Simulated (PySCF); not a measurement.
**Solvent effects on NMR parameters**

Numbering as in the mapped SMILES `[CH3:1][O:2][C@H:3]([C:4]#[N:5])[c:6]1[cH:7][n:8][o:9][cH:10]1`. Hydrogens are named by the atom that carries them.

GIAO PBE0/pcSseg-1 in PySCF 2.14 on one PBE0-D3(BJ)/def2-SVP conformer, non-relativistic, equivalent nuclei averaged. Solvents enter as an IEF-PCM continuum (benzene with ε = 2.3, chloroform with ε = 4.7) around the gas-phase geometry. Shifts are referred to TMS computed in the same medium.

In benzene, δ in ppm: C10 163.3, C7 155.5, C4 123.7, C6 120.5, C3 63.2, C1 58.5, H(C7) 8.60, H(C10) 8.54, H(C3) 4.73, H(C1) 3.63. Dipole moment 4.88 D.

Problem. How does each δ change in the more polar medium?

Solution. 
| atoms | environment | Δδ, chloroform |
| --- | --- | --- |
| C10 | aromatic CH next to the ring oxygen | +1.5 |
| C7 | aromatic CH next to a ring nitrogen | +0.8 |
| C4 | nitrile carbon | +1.5 |
| C6 | substituted aromatic carbon | +0.2 |
| C3 | sp3 CH bonded to O, on an aromatic ring | +0.2 |
| C1 | methyl carbon bonded to O | +0.3 |
| H(C7) | hydrogen on an aromatic CH next to a ring nitrogen | +0.07 |
| H(C10) | hydrogen on an aromatic CH next to the ring oxygen | +0.13 |
| H(C3) | hydrogen on an sp3 CH bonded to O, on an aromatic ring | +0.18 |
| H(C1) | hydrogen on a methyl carbon bonded to O | +0.04 |

Changes are relative to benzene. The dipole moment becomes 5.24 D in chloroform.

Problem. Which nuclei move most (in ppm), and what does the model miss?

Solution. C10 (aromatic CH next to the ring oxygen, +1.5 ppm) and C4 (nitrile carbon, +1.5 ppm) in chloroform. A continuum only polarises the solute; specific hydrogen bonds, the anisotropy of aromatic solvents and changes of geometry or conformer are outside it.
